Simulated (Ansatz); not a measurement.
Species: [amino(dimethyl)germyl]methane, C₃H₁₁GeN, net charge 0, singlet state. SMILES: [CH3][Ge]([NH2])([CH3])[CH3]
Coordinates optimised at B3LYP-D3(BJ)/def2-TZVP (Ansatz, a program for electronic structure):
```
Ge
N 1 1.8635
H 2 1.0122 1 114.38
H 2 1.0122 3 107.95 1 -128.55
C 1 1.9619 2 105.89 3 57.83
H 5 1.0898 1 110.04 2 57.54
H 5 1.0906 6 108.84 1 -121.31
H 5 1.0909 6 108.55 7 -117.59
C 1 1.9619 2 105.89 3 176.93
H 9 1.0898 1 110.04 2 -57.54
H 9 1.0906 10 108.84 1 121.31
H 9 1.0909 10 108.55 11 117.59
C 1 1.9739 2 113.04 3 -62.62
H 13 1.0908 1 110.43 2 -59.96
H 13 1.0908 14 108.43 1 -121.11
H 13 1.0914 14 108.41 15 -117.50
```

Quantity: atomisation energy (electronic, to ground-state atoms), in kcal/mol. Cores are frozen in the correlated levels unless marked. Open shells are spin-unrestricted. Spin-orbit coupling is left out. The frozen core is the preceding noble-gas configuration, with the filled d and f shells of earlier blocks. No relativistic terms. The coupled-cluster limit lacks core correlation, which all-electron functionals hold. CBS marks a two-point X^-3 extrapolation of the correlation energy; Hartree-Fock from the larger set. The bracket is a focal-point correction in the basis named.

```json
[
 {"level": "PBE0/STO-3G", "program": "Ansatz", "atomisation energy (kcal/mol)": "1707.0", "minus last row": "321.3"},
 {"level": "PBE0-D3(BJ)/def2-TZVPD", "program": "Ansatz + dftd3", "atomisation energy (kcal/mol)": "1386.4", "minus last row": "0.7"},
 {"level": "CAM-B3LYP-D4/def2-TZVPD", "program": "Ansatz + dftd4", "atomisation energy (kcal/mol)": "1390.8", "minus last row": "5.1"},
 {"level": "MP2/aug-cc-pVDZ", "program": "Ansatz", "atomisation energy (kcal/mol)": "1303.8", "minus last row": "-81.9"},
 {"level": "CCSD/6-31G", "program": "Ansatz", "atomisation energy (kcal/mol)": "1190.4", "minus last row": "-195.3"},
 {"level": "RI-MP2/CBS(aug-cc-pVTZ,aug-cc-pVQZ)+[CCSD(T)-MP2]/aug-cc-pVTZ", "program": "Ansatz", "atomisation energy (kcal/mol)": "1387.7", "minus last row": "2.0"},
 {"level": "CCSD(T)/CBS(cc-pVTZ,cc-pVQZ)", "program": "Ansatz", "atomisation energy (kcal/mol)": "1385.7", "minus last row": "0.0"}
]
```
